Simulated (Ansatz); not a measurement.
Several settings on one geometry of Ge₃H₅⁻ (the lowest singlet isomer of a short search) (that of the charge -1 singlet, PBE-D4/def2-SVPD). Ansatz on 4 threads of Arm Neoverse V1 on a shared host; times are rough.

```xyz
8

Ge   -0.2994    1.3703   -1.8253
Ge    1.3520   -1.5271    1.0761
Ge   -0.3747   -0.2469   -0.0317
H    -1.4853   -1.3073   -0.4608
H     0.2362    2.6655   -1.0630
H     1.9956   -0.4235    2.0319
H     0.4287   -2.2708    2.1465
H    -1.8530    1.7398   -1.8736
```

Totals from different functionals, basis sets or treatments of relativity can't be compared as stabilities.

DK, ANO-RCC and x2c sets are all-electron and run with scalar relativity unless a key says otherwise. The 6-31G sets use Cartesian d functions.

The spins typed aren't always the lowest for that charge.

(1) Give the basis size and estimate the energy, ⟨S²⟩ and time of these runs.

| run | method | charge | state | further keys |
| --- | --- | --- | --- | --- |
| 1 | RKS r2SCANh/ANO-RCC-VTZP | -1 | singlet | scf: {omitted_lower_state_checks: [starts]}; forces asked |
| 2 | UKS B97/def2-TZVP | -1 | triplet | scf: {lower_state_search: full}; forces asked |
| 3 | UKS revPBE-D4/6-31G* | 0 | doublet | point_charges: [{charge: 2.00, position_ang: [4.930, -0.309, -0.361]}]; scf: {omitted_lower_state_checks: [starts]}; forces asked |

Results:

(1) 
```csv
run,functions,energy (Eh),⟨S²⟩,wall time
1,199,-6299.4041,–,17 s
2,174,-6233.6976,2.01,42 s
3,115,-6232.6936,0.77,2.6 s
```

The highest occupied level of an anion often lies above zero with these methods, and sets without diffuse functions describe the outer electron poorly. The restricted singlet is unstable towards broken spin symmetry in Hartree–Fock (as tested in another run); at RKS r2SCANh/ANO-RCC-VTZP this wasn't settled.
